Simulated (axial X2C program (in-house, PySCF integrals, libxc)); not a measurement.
# Potential curves of GeO⁻, with spin–orbit coupling

Computed with an in-house relativistic program for diatomic molecules. Two-component (2c) means X2C with spin–orbit coupling and atomic mean-field two-electron Coulomb and Gaunt terms. Basis: Ge dyall-acv3z [10s10p8d5f1g], O dyall-av3z [7s6p3d2f] (cores contracted in-house); Gaussian nuclei, density fitting, unrestricted open shells. Masses: Ge 73.921 u, O 15.995 u.

State: Ω = 1/2 (⟨Sz⟩ = -0.50, ⟨Lz⟩ = 1.00 at TPSS). Energies in eV from the lowest point of each curve. Fits are polynomials in 1 − R0/R over 0.85 to 1.23 times the lowest point R0.

```json
{"R (Å)": "1.4546", "TPSS": "1.4228", "PBE0": "1.2785"}
{"R (Å)": "1.5215", "TPSS": "0.6215", "PBE0": "0.5205"}
{"R (Å)": "1.5717", "TPSS": "0.2694", "PBE0": "0.2013"}
{"R (Å)": "1.6218", "TPSS": "0.0752", "PBE0": "0.0407"}
{"R (Å)": "1.6720", "TPSS": "0.0000", "PBE0": "0.0000"}
{"R (Å)": "1.7305", "TPSS": "0.0248", "PBE0": "0.0656"}
{"R (Å)": "1.7890", "TPSS": "0.1375", "PBE0": "0.2194"}
{"R (Å)": "1.8643", "TPSS": "0.3709", "PBE0": "0.5051"}
{"R (Å)": "1.9562", "TPSS": "0.7384", "PBE0": "0.9348"}
{"R (Å)": "2.0900", "TPSS": "1.3473", "PBE0": "1.6240"}
```

Occupations by symmetry block were frozen at the best pattern of an incomplete PBE0 search. Density functionals use the spin component along the axis (collinear). The highest occupied level is positive at some bond lengths even in Hartree–Fock (under at least one Hamiltonian), so the basis set holds the extra electron there; where that holds at Re the anion is at best weakly bound and its constants depend on the basis. The functionals have no current-density term, which raises determinants with orbital currents, atoms included.

(1) What are Re and ωe at the TPSS level?

(2) Fit the PBE0 curve near its minimum: give the equilibrium distance and the harmonic wavenumber.

Results:

(1) At TPSS, 2c: Re = 1.687 Å, ωe ≈ 823 cm⁻¹; Be follows as 0.45 cm⁻¹.

(2) At PBE0, 2c: Re = 1.667 Å, ωe ≈ 873 cm⁻¹; Be follows as 0.461 cm⁻¹.
